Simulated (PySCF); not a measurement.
**Molecular orbitals of CoSi⁺**

B97-3 at R = 2.234 Å; basis Co def2-TZVPPD, Si def2-TZVPPD; no relativity; PySCF 2.14. State: ³Δ (triplet), unpaired electrons σ ↑, δ ↑. Only the outer orbitals are listed, counted within each symmetry.

```tsv
spin	orbital	occ.	ε (eV)	on Co (%)	main shells (%)
α	9σ	1	-18.64	20	78 Si s, 12 Co d
α	1δ	1	-15.51	100	100 Co d
α	10σ	1	-15.46	86	84 Co d, 11 Si s
α	4π	1	-14.81	96	96 Co d
α	4π	1	-14.81	96	96 Co d
α	1δ	1	-14.51	100	100 Co d
α	11σ	1	-11.78	40	54 Si p, 38 Co s
α	5π	0	-8.64	13	87 Si p, 9 Co p
α	5π	0	-8.64	13	87 Si p, 9 Co p
α	12σ	0	-6.93	74	39 Co s, 34 Co p, 20 Si p
β	9σ	1	-18.79	12	87 Si s
β	1δ	1	-13.18	100	100 Co d
β	4π	1	-13.00	87	86 Co d, 11 Si p
β	4π	1	-13.00	87	86 Co d, 11 Si p
β	10σ	1	-12.14	27	63 Si p, 19 Co s
β	5π	0	-8.64	21	79 Si p, 13 Co d
β	5π	0	-8.64	21	79 Si p, 13 Co d
β	11σ	0	-7.66	90	46 Co d, 38 Co s
```

Q: Which are the highest filled and the lowest empty level, where do they sit, and how wide is the gap?

A: Highest filled α 11σ at -11.78 eV (in %: 54 Si p, 38 Co s); lowest empty β 5π at -8.64 eV (in %: 79 Si p, 13 Co d); the gap at B97-3 is 3.14 eV.

The bond order (Mayer) is 1.61, the ⟨S²⟩ is 2.091 and the charge on Co (Mulliken, basis-dependent) is 0.45. The charge on Co (Löwdin, basis-dependent) is 0.30. The dipole moment (positive dipole points towards Si; it is taken about the centre of mass and depends on that origin) is 0.40 D.

The state is the lowest single determinant that the PBE0 search found; with open d or f shells the true ground state can be another one.
